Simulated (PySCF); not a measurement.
Stationary points of SbCl₄⁺

All numbers come from PBE0/[Sb def2-TZVP with ECP28, Cl def2-TZVP], scalar-relativistic core potentials, density fitting, no spin–orbit coupling, PySCF.

Relaxations began from a few typed shapes. The search is not exhaustive: other isomers or separated fragments can lie lower, and high-lying points may rest on an excited occupation.

Question: Which is the lowest minimum found?
A. singlet Td: Sb–Cl 2.236 Å (×4); Cl–Sb–Cl 109.5° (×6)
B. singlet D4h: Sb–Cl 2.279 Å (×4); Cl–Sb–Cl 90.0° (×4), Cl–Sb–Cl 180.0° (×2)

Answer: A. The others lie at 193.1 (singlet D4h, a saddle point) kJ/mol above it.

Counting electrons, antimony keeps none of its valence electrons outside its bonds, so the VSEPR class is AX4 and the expected shape is tetrahedral (Td), as computed.
